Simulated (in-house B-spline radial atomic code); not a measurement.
A run on an ion of nuclear charge 59 with 59.8 electrons that did not converge. Method: scalar-relativistic (X2C) B3LYP, spin-polarised, spherical fractional occupations, Fermi nucleus of rms radius 4.8919 fm; computed with a B-spline radial code for spherical atoms.

Command:
```bash
python run_scf.py task.json out
```
Settings (nuclear radius in fm, mass in u):
```
Z                59
configuration    [Xe] 4f3.8 6s2
hamiltonian      x2c
method           b3lyp
spin_polarised   True
nucleus          fermi
rms_radius       4.8919
atomic_mass      140.90766
speed_of_light   137.035999084
```

First and last ten iterations of the last attempt (damped for 15 steps, keeping 80 % of the old Fock matrix, then DIIS):
```
 iter        energy (Eh)    residual
    1       -9226.697545    4.75e-01
    2       -9224.159969    5.97e-01
    3       -9230.602738    3.71e-01
    4       -9233.846949    2.14e-01
    5       -9235.388039    1.24e-01
    6       -9236.076205    7.55e-02
    7       -9236.365834    4.03e-02
    8       -9233.065598    1.57e-01
    9       -9235.862833    9.34e-02
   10       -9236.290196    5.27e-02
  111       -9232.686752    1.67e-01
  112       -9232.845575    1.65e-01
  113       -9232.798578    1.65e-01
  114       -9232.848824    1.64e-01
  115       -9232.841732    1.62e-01
  116       -9232.772584    1.64e-01
  117       -9232.761803    1.65e-01
  118       -9232.729234    1.66e-01
  119       -9232.773490    1.65e-01
  120       -9236.258144    5.77e-02
 not converged after 120 iterations
```

The smallest residual met was 2.3e-02; the threshold is about 6e-07. No energy from this run should be used. The likely cause: this method binds the added charge weakly or not at all at the basis-set limit, so charge moves back and forth between the atom and the box. Cost of the run: 3.9 s on 1 thread of Arm Neoverse V2 (shared host).
